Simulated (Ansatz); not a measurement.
`N[SiH2][SiH2]S` → `N[SiH3]` + `[SiH]S` at 500 K and 1 bar (silylene formation by 1,1-elimination).

Computed with Ansatz on PBE0-D4/def2-TZVP structures; ΔE is electronic, products minus reactants. CBS: MP2 limit from def2 TZ/QZ plus the TZ coupled-cluster correction, frozen cores. This one scheme is used for every species. One conformer a species, not always the lowest.

```
         species  CCSD(T)/CBS energy (Eh)  H − E (kJ/mol)  S (J/(mol·K))
`N[SiH2][SiH2]S`              -1034.89458           237.0          446.7
       `N[SiH3]`               -346.80422           161.3          303.9
        `[SiH]S`               -688.02937            66.8          284.1
```

H − E and S are ideal-gas, rigid-rotor, harmonic terms from PBE0-D4/def2-TZVP, for one conformer and one mirror image of each species. 1 Eh = 2625.50 kJ/mol, R = 8.31446 J/(mol·K).

Task: By hand: ΔE, ΔH, ΔS and ΔG.

Result: ΔE = (-346.80422) + (-688.02937) − (-1034.89458) = 0.06099 Eh = 160.1 kJ/mol. Δ(H − E) = 161.3 + 66.8 − 237.0 = -8.9, so ΔH = 151.2 kJ/mol. ΔS = 303.9 + 284.1 − 446.7 = 141.3 J/(mol·K). ΔG = 151.2 − 500 × (141.3)/1000 = 80.5 kJ/mol.

Task: By hand: the equilibrium constant, and the temperature at which ΔG would vanish if ΔH and ΔS stayed fixed.

Result: log₁₀ K = −ΔG/(RT ln 10) = -8.4. ΔG = 0 at ΔH/ΔS = 1070 K.

The number of gas molecules changes by +1, which sets the sign of ΔS. A doubt of 5 kJ/mol in ΔE shifts log₁₀ K by 0.5 here. Other conformers and mirror images would add mixing entropy, several J/(mol·K) or more a flexible species. Modes under 60 cm⁻¹, often nearly free rotors, make the harmonic entropy too high. These are equilibria of isolated gas molecules and say nothing of rates. Largest T1 diagnostic: 0.016 (customary marks: 0.02 for closed shells, 0.045 for open ones).
